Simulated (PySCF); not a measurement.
Computed shifts of a molecule C2H8BNO, PBE/pcSseg-1 (PySCF), GIAO, gas phase, atoms alike by connectivity averaged where their shifts nearly agree, in ppm (number of nuclei): ¹³C: 14.4 (1), 14.1 (1). ¹H: 3.02 (1), 2.66 (1), 2.20 (1), 1.32 (3), 1.11 (1), 0.62 (1). ¹⁵N: 79.4 (1). References: ¹¹B against BF3 (σ = 83.9 ppm); ¹³C against TMS (σ = 182.0 ppm); ¹H against TMS (σ = 31.49 ppm); ¹⁷O against H2O (σ = 334.3 ppm); ¹⁵N against NH3 (σ = 267.0 ppm), references at their B3LYP-D3(BJ)/def2-TZVP geometries, non-relativistic. The structure is a stationary point at B3LYP-D3(BJ)/def2-SVP. The values are those of a single conformer.

Task: Pick the molecule that these values belong to.
A) CCOBN
B) CCB(N)O
C) CN(C)BO
D) CNBOC

Result: B, CCB(N)O
